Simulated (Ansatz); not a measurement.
F$_{3}$HSeZr (`[F][Zr]([F])([F])[SeH]`). Total charge 0; spin multiplicity 1. Zr: def2 effective core potential. The structure was optimised at the PBE0-D4/def2-TZVP level. It is one conformer, not always the lowest.

```xyz
6

F     0.110    0.135    2.037
Zr    0.439   -0.335    0.235
F     2.289   -0.410   -0.132
F    -0.399   -2.001   -0.074
Se   -0.562    1.452   -1.332
H    -1.878    1.159   -0.734
```

(1) What is the dipole moment at r2SCAN/def2-TZVPP? (Best estimate.)

(2) And with PBE, B3LYP, ωB97M-V? (Estimate.)

(3) Give the Mulliken charges with r2SCAN, ωB97M-V, PBE in def2-TZVPP. (Estimate.)

Results:

(1) Ansatz gave: 0.37 D, with components (-0.36, -0.01, 0.09) D in this frame, pointing from negative to positive charge.

(2) Computed: PBE 0.35 D, B3LYP 0.38 D, ωB97M-V 0.33 D.

(3) Ansatz gave: 
```json
{"atom": "F1", "r2SCAN": "-0.37", "ωB97M-V": "-0.37", "PBE": "-0.33"}
{"atom": "Zr2", "r2SCAN": "1.29", "ωB97M-V": "1.27", "PBE": "1.15"}
{"atom": "F3", "r2SCAN": "-0.36", "ωB97M-V": "-0.36", "PBE": "-0.32"}
{"atom": "F4", "r2SCAN": "-0.37", "ωB97M-V": "-0.36", "PBE": "-0.33"}
{"atom": "Se5", "r2SCAN": "-0.28", "ωB97M-V": "-0.26", "PBE": "-0.25"}
{"atom": "H6", "r2SCAN": "0.08", "ωB97M-V": "0.08", "PBE": "0.07"}
```

B3LYP here is the variant with VWN-RPA as its local correlation; programs differ in this.
